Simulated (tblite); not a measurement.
Cl, charge +1, triplet; GFN1-xTB (tblite).

The tblite input:
```
$ tblite run mol.xyz --method gfn1 --charge 1 --spin 2 --guess eeq --json tblite.json --no-restart

# file mol.xyz
1

Cl     0.00000000     0.00000000     0.00000000
```

Task: Predict the main parts of the log of this tblite run.

Result: 
```
xTB calculator
 | screened Coulomb repulsion
 | Coulomb electrostatics
 |  * isotropic Klopman-Ohno-Mataga-Nishimoto electrostatics
 |  * onsite third-order electrostatics
 | DFT-D3(BJ) dispersion correction

halogen bonding energy    0.0000000000000E+00 Eh
repulsion energy          0.0000000000000E+00 Eh
dispersion energy         0.0000000000000E+00 Eh
number of electrons       6.0000000000000E+00 e
integral cutoff           1.8692496428791E+01 bohr

------------------------------------------------------------
  cycle        total energy    energy error   density error
------------------------------------------------------------
      1     -3.516160162677  -3.5161602E+00   2.3328474E-01
      2     -3.516160162677   0.0000000E+00   1.3997084E-01
      3     -3.516160162677   0.0000000E+00   8.3974108E-06
------------------------------------------------------------

electronic energy        -3.5161601626765E+00 Eh
total energy             -3.5161601626765E+00 Eh

Post processing:
 | Mayer-Wiberg bond orders

[Info] JSON dump of results written to 'tblite.json'
```
